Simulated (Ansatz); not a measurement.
AlBFH₃O₂, SMILES `B[O][Al]([OH])[F]` at its PBE0-D4/def2-TZVP geometry, where that method's forces vanish. Charge 0, multiplicity 1.

```xyz
8

B    -1.4928   -1.2476   -0.1553
O    -0.5123   -0.3413   -0.1765
Al    0.7303    0.7657   -0.1945
O     1.7267    0.9045    1.1476
F     0.9463    1.6952   -1.5286
H    -1.2736   -2.3647   -0.5452
H    -2.5801   -0.9320    0.2519
H     2.4554    1.5202    1.2007
```

Q: What forces (eV/Å) does ωB97M-V/def2-TZVPP give on these atoms in Ansatz 0.2.0? (An estimate is asked.)

A: Computed: 
```
B1  -0.242 -0.222  0.005
O2   0.027  0.024  0.000
Al3  0.024  0.003  0.032
O4   0.081  0.048  0.044
F5   0.016  0.072 -0.103
H6  -0.027  0.146  0.051
H7   0.142 -0.039 -0.052
H8  -0.021 -0.031  0.023
```
